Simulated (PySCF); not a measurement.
# Ionisation energy of Os³²⁺ by level of theory

Os³²⁺ [Kr] 4d8 [4d3/2^4 4d5/2^4, M_J = 4] → Os³³⁺ [Kr] 4d7 [4d3/2^4 4d5/2^3, M_J = 9/2], as a difference of total energies. Calculation: PySCF 2.14, in an uncontracted even-tempered set (17 s from 3.1 bohr⁻², ratio 2.8; 14 p from 4.1 bohr⁻², ratio 2.8; 9 d from 4.1 bohr⁻², ratio 2.8; 3 f from 19 bohr⁻², ratio 3); the two-component X2C-1e Hamiltonian. Correlated levels: [Ar] 3d10 frozen; the 92 highest virtual spinors dropped. "Screened" scales the spin-orbit matrix elements by Boettger's factors to mimic the two-electron term; Breit and QED terms are absent.

| method | ionisation energy (eV) |
| --- | --- |
| GHF (spin-free) | 1369.8 |
| GMP2 (spin-free) | 1370.2 |
| GHF (screened spin-orbit) | 1362.8 |
| GMP2 (screened spin-orbit) | 1363.2 |

Breit and QED terms and the two-electron picture change are absent.

The spin-free rows relax to the high-spin LS determinant and lack the spin-orbit shift.

The labels give the starting determinants; with spin-orbit coupling the two ends relaxed to ⟨J²⟩ = 20.00, ⟨L²⟩ = 13.00, ⟨S²⟩ = 1.87 and ⟨J²⟩ = 24.75, ⟨L²⟩ = 15.56, ⟨S²⟩ = 2.70.

For comparison: 1364 ± 4 eV (theoretical estimate listed by NIST; NIST Atomic Spectra Database, ionization energies).
